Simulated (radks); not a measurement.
Values are calculated unless marked as measured or tabulated.
How relativity changes the ionisation of neutral sulfur ([Ne] 3s2 3p4) to S+ ([Ne] 3s2 3p3). Spin-unpolarised spherical Kohn-Sham, LDA (Slater exchange, Perdew-Wang correlation), point nucleus unless stated (finite: rms radius 3.2611 fm), a radial shooting solver on a logarithmic mesh with Libxc functionals. A level marked "c x" has the speed of light scaled by that factor and shares open shells by 2j + 1; other Dirac levels either fill j = l - 1/2 first or share by 2j + 1.

| level | E(S) (hartree) | E(S+) (hartree) | IE (eV) | HOMO | <r> HOMO (bohr) |
|---|---|---|---|---|---|
| non-rel. | -396.71065 | -396.27437 | 11.872 | 3p | 2.072 |
| scalar-rel. | -397.83205 | -397.39627 | 11.858 | 3p | 2.072 |
| scalar-rel., finite nucleus | -397.83167 | -397.39590 | 11.858 | 3p | 2.072 |
| Dirac, 2j+1 shares | -397.83301 | -397.39723 | 11.858 | 3p3/2 | 2.076 |
| Dirac, low j first | -397.83512 | -397.40096 | 11.814 | 3p3/2 | 2.076 |
| Dirac, 2j+1 shares, finite nucleus | -397.83263 | -397.39685 | 11.858 | 3p3/2 | 2.076 |
| Dirac, c x 2 | -396.98984 | -396.55369 | 11.868 | 3p3/2 | 2.073 |
| Dirac, c x 5 | -396.75526 | -396.31900 | 11.871 | 3p3/2 | 2.072 |
| Dirac, c x 10 | -396.72180 | -396.28553 | 11.871 | 3p3/2 | 2.072 |

NIST Atomic Spectra Database: 10.360 eV (measured). The relativistic part of the total energy of S is -1.122 hartree (Dirac, 2j+1 shares, finite nucleus), 0.28 % of the non-relativistic value. Spin polarisation and multiplet splitting of open shells are left out at every level.

Beside tabulated values, note that spin-unpolarised runs miss the spin-polarisation part of the exchange energy of open shells.
